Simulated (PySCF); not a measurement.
H5GeSi, doublet, geometry from GFN2-xTB.

PySCF was given this input:
```python
from pyscf import gto, scf, dft

mol = gto.M(
    atom='''
Si   -1.54892639   -0.09194217    0.27867756
Ge    0.78199144    0.05566743   -0.19621592
H    -2.12792534   -1.10565042   -0.60367109
H    -2.15100443    1.20907190   -0.01374444
H    -1.85259815   -0.44954338    1.66619045
H     1.43037867   -1.20061145    0.47032318
H     1.36239242    1.05256596    0.85832548
''',
    basis='cc-pvdz',
    spin=1,
    verbose=4,
)

mf = dft.UKS(mol)
mf.xc = 'camb3lyp'
mf.kernel()
```

### Question
What does this run give for the nuclear repulsion energy, dipole moment, Mulliken (on the basis functions themselves) charges in atom order, total energy, <S^2>, HOMO energy?

### Answer

```yaml
nuclear_repulsion_energy: 158.6086 Eh
dipole_moment: 0.44 D
Mulliken (on the basis functions themselves) charges in atom order: Si1 0.21, Ge2 0.08, H3 -0.06, H4 -0.06, H5 -0.05, H6 -0.06, H7 -0.06
total_energy: -2369.5238 Eh
"<S^2>": 0.752
HOMO energy: -7.91 eV
```

These values belong to the state on which the SCF converged, which isn't shown to be the lowest.

### Question
Roughly what does it cost on one core?

### Answer
about 18 core-seconds (a rough figure).
